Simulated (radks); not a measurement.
Values are calculated unless marked as measured or tabulated.
Q: The mean radii <r> (bohr) of the occupied orbitals of an atom or ion are listed with their occupations. Level of theory: Dirac Kohn-Sham, PBE, spin-unpolarised, spherical densities, point nucleus (a radial shooting solver on a logarithmic mesh with Libxc functionals).

orbital  occ.      <r>
1s1/2       2  0.03038
2s1/2       2   0.1292
2p1/2       2   0.1093
2p3/2       4   0.1142
3s1/2       2   0.3155
3p1/2       1   0.3006
4f5/2       1   0.4949

Name the element and its charge. Open shells, if any, fill j = l - 1/2 first.

A: Z = 48, cadmium, charge +34: Cd34+ in [Ne] 3s2 3p1 4f1. The 1s radius gives Z: for a bare nucleus <r> = (2 gamma + 1)/(2Z) with gamma = sqrt(1 - (Z/c)^2), 0.02993 bohr for Z = 48, and screening makes it slightly larger (0.03038 here). The occupations add up to 14, and the charge is Z minus that.
